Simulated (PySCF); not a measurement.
Worked example: dipole moment from atomic charges

Ge(H)(F)(OH)2 (FGeH₃O₂), SMILES [OH][GeH]([OH])[F]. Atoms are numbered in the order given.

```xyz
7

Ge     0.1806     0.0705    -0.2063
O     -0.7199     1.5573     0.1384
O     -0.9781    -1.2212    -0.6183
F      0.9838    -0.5182     1.2451
H      1.2406     0.3994    -1.2682
H     -1.5400     1.3534     0.6277
H     -0.7506    -2.0335    -0.1260
```
Charge 0, spin multiplicity 1.

Geometry: PBE-D3(BJ)/def2-SVP. Other conformers were not sampled.

Charges (e) from PySCF with CAM-B3LYP/def2-TZVP:

```
atom  Mulliken     IAO
----  --------  ------
Ge1      0.813   1.429
O2      -0.546  -0.754
O3      -0.556  -0.768
F4      -0.388  -0.541
H5       0.024  -0.099
H6       0.325   0.365
H7       0.328   0.368
```

The dipole moment of the full density is 1.06 D.

Problem. What dipole moment does each set of point charges give, and which comes closer to that of the density?

Solution. 
μ = Σ q r, and 1 e Å = 4.8032 D.
Mulliken: Σ q r = (-0.015, -0.130, -0.250) e Å, |μ| = 1.36 D.
IAO: Σ q r = (0.059, -0.149, -0.290) e Å, |μ| = 1.59 D.
Mulliken comes closer in size. Point charges leave out the atoms' own dipoles (lone pairs, polarised bonds); fits to the potential absorb them, partitions of the density don't.
